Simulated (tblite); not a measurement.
C8H5F3N2S2.
Cartesian coordinates in Å at the GFN2-xTB level; atoms count from 1:
```xyz
20
C8H5F3N2S2 angstrom
C      3.623    0.450    0.449
S      2.711   -1.111    0.564
C      1.037   -0.706    0.258
C      0.127   -1.748    0.291
C     -1.238   -1.564    0.066
C     -1.759   -0.319   -0.203
C     -3.217   -0.087   -0.446
F     -3.764    0.749    0.453
F     -3.936   -1.220   -0.388
F     -3.460    0.447   -1.655
C     -0.875    0.774   -0.247
N     -1.180    2.046   -0.489
S      0.160    2.921   -0.436
N      1.199    1.742   -0.104
C      0.539    0.587   -0.017
H      3.259    1.145    1.198
H      4.661    0.193    0.639
H      3.509    0.871   -0.544
H      0.496   -2.740    0.501
H     -1.897   -2.418    0.107
```

Computed values, GFN2-xTB/tblite, gas phase, harmonic and unscaled. Errors from tens to a few hundred cm⁻¹ against measured bands are possible. One conformer, not necessarily the lowest.

Harmonic wavenumbers (cm⁻¹): 29.5, 33.8, 66.2, 111.3, 136.1, 169.9, 177.1, 190.3, 224.1, 234.6, 283.4, 309.5, 370.3, 437.4, 451.0, 452.0, 494.1, 515.0, 543.0, 545.7, 615.0, 625.1, 670.3, 724.9, 735.0, 747.3, 833.0, 872.9, 896.5, 905.4, 932.1, 939.0, 953.7, 992.1, 1039.1, 1052.6, 1128.4, 1163.5, 1232.9, 1280.8, 1309.5, 1317.2, 1339.0, 1390.9, 1428.0, 1428.8, 1482.3, 1535.4, 1568.5, 3046.5, 3059.6, 3060.9, 3103.8, 3112.6.

A = 852.3, B = 340.8, C = 254.6 MHz; mass 249.985 u (most abundant isotopes); point group Cs, symmetry number 1.

Q: Zero-point energy?

A: ½Σν̃ = 26148 cm⁻¹ = 74.76 kcal/mol.

Q: Entropy at 298.15 K, 1 bar (ideal gas, RRHO, classical rotation)?

A: Translation 42.48, rotation 32.74, vibration 44.92: S = 120.1 cal/(mol K).

Q: And Cp and H(298.15 K) − H(0)?

A: Cp = 52.14 cal/(mol K), of which vibrations give 44.19 (their classical limit is 54 R = 107.3); H(298.15 K) − H(0) = 9.21 kcal/mol without the zero-point energy, 6.84 from vibrations.

Q: Blend soft modes into free rotors: weight 1/[1 + (100 cm⁻¹/ν̃)⁴] for the oscillator and the rest for a rotor with moment μB/(μ + B), μ = h/(8π²ν), B = 10⁻⁴⁴ kg m². What vibrational entropy results?

A: 40.40 cal/(mol K) in place of 44.92, which changes −T·S at 298.15 K by +1.35 kcal/mol.

Q: How do the functions run with temperature in this model?

A: 
| T (K) | S (cal/(mol K)) | Cp (cal/(mol K)) | H − H(0) (kcal/mol) | G − H(0) (kcal/mol) | ln q(vib) |
| --- | --- | --- | --- | --- | --- |
| 150 | 92.1 | 31.5 | 2.98 | -10.83 | 5.24 |
| 250 | 111.5 | 45.7 | 6.85 | -21.03 | 9.19 |
| 400 | 137.2 | 64.0 | 15.14 | -39.73 | 14.96 |
| 600 | 166.5 | 80.3 | 29.71 | -70.19 | 22.22 |
| 900 | 201.9 | 93.6 | 56.02 | -125.66 | 31.99 |

q(vib) and H(0) count from the zero-point level.

Q: Which modes carry the vibrational entropy at 298.15 K?

A: 29.5 cm⁻¹: 5.86; 33.8 cm⁻¹: 5.59; 66.2 cm⁻¹: 4.26; 111.3 cm⁻¹: 3.25; 136.1 cm⁻¹: 2.86; 169.9 cm⁻¹: 2.44 cal/(mol K); the other 48 give 20.66 together.

Hindered rotation and anharmonicity are outside this model. Other conformers, if any are populated, would add a mixing term that is left out.
